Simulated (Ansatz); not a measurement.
```yaml
crystal:
  periodic: [false, false, false]
  atoms:
    - {symbol: Sn, position_ang: [-0.997114, -2.075470, 0.445467]}
    - {symbol: Sn, position_ang: [-1.122709, 0.743513, 1.007996]}
    - {symbol: Sn, position_ang: [1.133050, -0.764046, -0.975229]}
    - {symbol: Sn, position_ang: [0.988289, 2.048048, -0.431226]}
    - {symbol: Cl, position_ang: [2.761395, 3.166921, 0.711169]}
    - {symbol: Cl, position_ang: [-2.768596, -3.116968, -0.771744]}
    - {symbol: Cl, position_ang: [-2.721790, 1.809755, 2.390347]}
    - {symbol: Cl, position_ang: [2.727475, -1.811753, -2.376769]}
basis:
  gaussian: {orbitals: def2-TZVP, initial_orbitals: start.molden}
hamiltonian: {xc: {name: wB97M-V}}
scf: {omitted_lower_state_checks: [starts]}
output: {orbitals: {seedname: orbitals}}
```

The file start.molden holds the orbitals of an earlier run on this structure, at another level or in another basis.

```sh
$ ansatz run in.yaml --threads 4 --pin off --events-out ev --progress --plain --max-ram 4787MiB
```

(1) Does this run fit into the memory that it is given?

Answers

(1) No. It has 348 basis functions, and Ansatz plans for 5.47 GiB where 4.67 GiB are given.
